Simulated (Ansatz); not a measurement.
Calculated with Ansatz (gas phase, PBE0-D4/def2-TZVP geometries, no zero-point term in ΔE). CCSD(T)/CBS is the MP2 limit (def2-TZVPP, def2-QZVPP) plus CCSD(T) − MP2 in def2-TZVPP, frozen cores. DFT in def2-TZVPP. B3LYP here is the variant with VWN-RPA as its local correlation; programs differ in this. def2 core potentials past Kr. For In outer-core shells are correlated without core-valence functions, which leaves a few kJ/mol of doubt a bond. One conformer a species, not always the lowest.

Consider the substitution at a C–Si bond: `C[SiH](F)CF` + `C[N](C)[In]([OH])[O][SiH3]` → `C[O][In]([O][SiH3])[N](C)C` + `FC[SiH2]F`.

```
             level  ΔE (eV)
            B2PLYP     1.17
             B3LYP     1.14
CCSD(T)/def2-TZVPP     1.18
     MP2/CBS(def2)     1.29
```

(1) What does CCSD(T)/CBS give? (Estimate.)

Largest T1 diagnostic among the species: 0.015.

## Answers

(1) Ansatz gave: +1.22 eV. The listed levels differ from it by -0.05, -0.08, -0.04, 0.07 eV.

In def2-TZVPP, CCSD(T) changes the Hartree–Fock value by +0.12 eV (the triples alone add +0.00 eV) and MP2 by +0.19 eV.
